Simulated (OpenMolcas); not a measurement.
Cl²⁺: Slater's ratio, worked from levels

- Program: OpenMolcas
- Basis: ANO-R2 [5s4p3d1f]
- Scalar Hamiltonian: X2C, finite nucleus
- Active space: 5 electrons in 4 orbitals (3s 3p)
- State averaging: 2S+1 = 4 odd, 1 root; 2S+1 = 2 odd, 11 roots; 2S+1 = 4 even, 3 roots; 2S+1 = 2 even, 9 roots
- Spin-orbit coupling: state interaction with AMFI integrals over the reference wave functions, term energies averaged over their components

Methods: CASSCF; MS-CASPT2, IPEA 0.25 Eh, imaginary shift 0.1 Eh (closed shells correlated: 2s 2p). Measured levels: Moore, Atomic Energy Levels, vol. I, NSRDS-NBS 35 (1971 reprint of NBS Circular 467, 1949).

**Slater's ratio.** With one set of orbitals, p3 has 2D* - 4S* = 9 F2 and 2P* - 2D* = 6 F2 (F2 = F²/25), a ratio of 2/3. Term energies are centres of gravity, weighted by 2J + 1.

```
   Source  2D* - 4S*  2P* - 4S*  F2 from the first  Ratio
   CASSCF      22739      31438               2527  0.383
MS-CASPT2      19034      30813               2115  0.619
 measured      18093      29875               2010  0.651
```

Energies in cm-1. A ratio away from 2/3 shows effects beyond one configuration with one set of orbitals, and in heavier atoms second-order spin-orbit shifts. In CASSCF the valence s occupation is 1.95 in 2P* against 2.00 in 2D*: mixing out of s² acts most on 2P* and pulls it down.

CASPT2 breaks the degeneracy within a term, and the mean is taken; among the terms shown or strongly mixed into the levels shown the widest spread is 660 cm-1 (3s2 3p3 2D*, MS-CASPT2). Over all roots computed the reference weight is 0.87 to 0.96 in MS-CASPT2; the roots of lowest weight are the least certain, and an intruder state may touch them. Measured partners are found by configuration, term and J. A level has none where our copy of the source lacks it or the pairing is in doubt (some pairs that miss far off the trend of their configuration count as doubtful), and it then counts in no deviation. Levels of configurations outside the active space are missing.

* marks odd parity.
